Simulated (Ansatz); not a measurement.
Cost and result for the atomization energy of C₂H₇FO₂Sn, SMILES `C[O][SnH]([F])[O]C` (13 atoms, 12 bonds).

```json
{"atom": "C1", "x (Å)": "-1.918", "y (Å)": "0.196", "z (Å)": "1.437"}
{"atom": "O2", "x (Å)": "-2.011", "y (Å)": "0.428", "z (Å)": "0.044"}
{"atom": "Sn3", "x (Å)": "-0.419", "y (Å)": "0.554", "z (Å)": "-1.045"}
{"atom": "F4", "x (Å)": "0.587", "y (Å)": "2.085", "z (Å)": "-0.469"}
{"atom": "O5", "x (Å)": "0.703", "y (Å)": "-0.945", "z (Å)": "-0.530"}
{"atom": "C6", "x (Å)": "2.113", "y (Å)": "-0.863", "z (Å)": "-0.552"}
{"atom": "H7", "x (Å)": "-1.292", "y (Å)": "-0.672", "z (Å)": "1.671"}
{"atom": "H8", "x (Å)": "-2.927", "y (Å)": "0.003", "z (Å)": "1.807"}
{"atom": "H9", "x (Å)": "-1.518", "y (Å)": "1.068", "z (Å)": "1.966"}
{"atom": "H10", "x (Å)": "-0.816", "y (Å)": "0.726", "z (Å)": "-2.678"}
{"atom": "H11", "x (Å)": "2.487", "y (Å)": "0.041", "z (Å)": "-0.059"}
{"atom": "H12", "x (Å)": "2.507", "y (Å)": "-0.888", "z (Å)": "-1.575"}
{"atom": "H13", "x (Å)": "2.504", "y (Å)": "-1.732", "z (Å)": "-0.018"}
```

The species carries charge 0 and has multiplicity 1. Correlated methods include outer-core shells of Sn, which these sets cover unevenly. Sn takes the def2 core potential. The geometry is a stationary point of PBE0-D4/def2-TZVP. It is one conformer, not always the lowest. Program: Ansatz. All runs use 2 threads of an AMD EPYC 7R13 on a shared host and a share of an NVIDIA H100 80 GB. Times are those of one run each, without the atoms' runs, and a repeat can differ threefold. Electronic energies, without spin–orbit coupling; frozen cores. CCSD(T)/CBS adds CCSD(T) − MP2 in def2-TZVPP to the MP2 limit, and its time is that of the two runs behind it. T1 = 0.014. With those shells the extrapolation isn't a true limit. B3LYP takes the VWN-RPA correlation (the form of Gaussian; ORCA's B3LYP/G).

CCSD(T)/CBS is a level of theory with its own doubt, some kJ/mol a heavy atom from the limit and from the frozen cores, so smaller differences don't rank the functionals.

| level | functions | wall time |
| --- | --- | --- |
| ωB97X-V/def2-TZVPP | 303 | 3.7 s |
| B3LYP-D4/def2-TZVPP (with forces) | 303 | 4.1 s |
| PBE0-D4/def2-TZVPP | 303 | 4.4 s |
| r2SCAN-D4/def2-TZVPP (with forces) | 303 | 4.7 s |
| PBE-D4/def2-TZVPP (with forces) | 303 | 4.8 s |
| MP2/def2-QZVPP | 577 | 6 s |
| ωB97M-V/def2-TZVPP (with forces) | 303 | 6.5 s |
| B2PLYP/def2-TZVPP | 303 | 8.5 s |
| CCSD(T)/def2-TZVPP | 303 | 11 s |
| CCSD(T)/CBS(def2) | – | 17 s |

**Question.** What atomization energy does each give, and how far from CCSD(T)/CBS? (An estimate is asked.)

**Answer.** Ansatz gave: 
```
                             level  atomization (kcal/mol)  difference from CCSD(T)/CBS  per bond
                ωB97X-V/def2-TZVPP                  1114.5                         -3.7      -0.3
 B3LYP-D4/def2-TZVPP (with forces)                  1105.3                        -12.9      -1.1
                PBE0-D4/def2-TZVPP                  1102.1                        -16.1      -1.3
r2SCAN-D4/def2-TZVPP (with forces)                  1110.7                         -7.5      -0.6
   PBE-D4/def2-TZVPP (with forces)                  1131.5                         13.3       1.1
                    MP2/def2-QZVPP                  1123.9                          5.7       0.5
  ωB97M-V/def2-TZVPP (with forces)                  1109.9                         -8.3      -0.7
                 B2PLYP/def2-TZVPP                  1096.1                        -22.1      -1.8
                CCSD(T)/def2-TZVPP                  1083.3                        -34.9      -2.9
                 CCSD(T)/CBS(def2)                  1118.2                          0.0       0.0
```

In def2-TZVPP, CCSD(T) changes the Hartree–Fock value by +308.5 kcal/mol (the triples alone add +18.9 kcal/mol) and MP2 by +327.9 kcal/mol; breaking electron pairs costs correlation energy, which Hartree–Fock lacks. The D4 term adds +9.7 kcal/mol with B3LYP and +5.1 kcal/mol with PBE0; it sums over pairs of atoms, weighted by their polarisabilities, and B3LYP, whose exchange is more repulsive, gets the larger term. From PBE to PBE0 (25 % exact exchange), in def2-TZVPP and without D4, the atomization energy moves by −28.5 kcal/mol: exact exchange takes away binding that semilocal exchange gives to molecules.

Spin–orbit coupling would lower the free Sn atoms strongly, and the atomization energy with them, by more than many differences here. For some Ge, Se and Sn compounds the MP2-based and the directly extrapolated limit differ by 10 to 25 kJ/mol.
